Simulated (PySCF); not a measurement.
Al(H)2(OH), SMILES [OH][AlH2], singlet (PBE0/def2-SVP optimised geometry):

```
5

Al    -0.166    -0.482     0.000
H      1.419    -0.482     0.000
H     -1.027    -1.813    -0.002
O     -0.962     0.984     0.000
H     -1.419     1.813    -0.001
```

Level of theory: PBE0/def2-TZVP (PySCF 2.14.0).

Question: What are the frontier orbital energies and the dipole moment?

Answer: HOMO-2 -9.55 eV, HOMO-1 -9.35 eV, HOMO -7.98 eV, LUMO -0.82 eV, LUMO+1 0.38 eV; dipole moment 1.12 D.

On the same geometry PBE/def2-TZVP (PySCF) gives HOMO-2 -7.90 eV, HOMO-1 -7.70 eV, HOMO -6.60 eV, LUMO -1.59 eV, LUMO+1 -0.48 eV; dipole moment 1.18 D.

Meta-Löwdin charges at PBE0/def2-TZVP: Al1 0.75, H2 -0.16, H3 -0.16, O4 -0.80, H5 0.37.
